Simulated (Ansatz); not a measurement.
Results of the Gaussian-basis code of Ansatz.

A structure relaxed at PBE0-D4/def2-TZVP, charge 0, multiplicity 2:

```json
{"atom": "O1", "x (Å)": "0.1008", "y (Å)": "-0.6664", "z (Å)": "-1.7981"}
{"atom": "In2", "x (Å)": "-0.0526", "y (Å)": "-0.1144", "z (Å)": "0.1101"}
{"atom": "F3", "x (Å)": "0.4890", "y (Å)": "1.7493", "z (Å)": "0.2082"}
{"atom": "H4", "x (Å)": "-0.5372", "y (Å)": "-0.9685", "z (Å)": "1.4797"}
```

Task: Give its formula and SMILES.

Result: FHInO, `[O][InH][F]`.

Task: Point group (tolerance 0.08 Å, 0.16 Å for H)?

Result: Cs.

Task: Summarise the bond lengths by kind.

Result: 1 × In–O 1.992 Å; 1 × F–In 1.943 Å; 1 × H–In 1.685 Å.
